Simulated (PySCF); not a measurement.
C₂H₈O₂Si, SMILES O[Si@H](CO)C. Atoms are numbered in the order given.

```xyz
13

C      2.1539    -0.3073     0.2708
Si     0.4555     0.1998    -0.3282
O     -0.1916     1.4735     0.5652
C     -0.8521    -1.1263    -0.0364
O     -2.1432    -0.5559    -0.1928
H      2.8929     0.4983     0.1328
H      2.5120    -1.1876    -0.2891
H      2.1289    -0.5689     1.3409
H      0.5205     0.6033    -1.7670
H      0.0374     2.3703     0.3047
H     -0.7184    -1.5862     0.9661
H     -0.7551    -1.9500    -0.7642
H     -2.1282     0.2847     0.2847
```

Coordinates come from a ωB97X-D3(BJ)/def2-SVP optimisation. The structure was generated by enumeration; whether it is a known compound was not checked. Other conformers were not sampled.

All values below come from PySCF with PBE/pcSseg-1.

GIAO shieldings, no solvent; atoms listed in one row are averaged. δ = σ(ref) − σ: ¹³C against TMS (σ = 182.0 ppm); ²⁹Si against TMS (σ = 335.4 ppm); ¹⁷O against H2O (σ = 334.3 ppm); ¹H against TMS (σ = 31.49 ppm), references at their B3LYP-D3(BJ)/def2-TZVP geometries, non-relativistic.

### Question
Estimate the chemical shifts. (Estimate from the structure and the level; the computed values follow.)

### Answer

```csv
nucleus,atoms,count,δ (ppm)
¹³C,C4,1,58.4
¹³C,C1,1,1.3
²⁹Si,Si2,1,5.0
¹⁷O,O3,1,27.5
¹⁷O,O5,1,3.5
¹H,H9,1,5.41
¹H,H11,1,3.94
¹H,H12,1,3.80
¹H,H13,1,1.19
¹H,H10,1,1.09
¹H,"H6, H7, H8",3,0.44
```
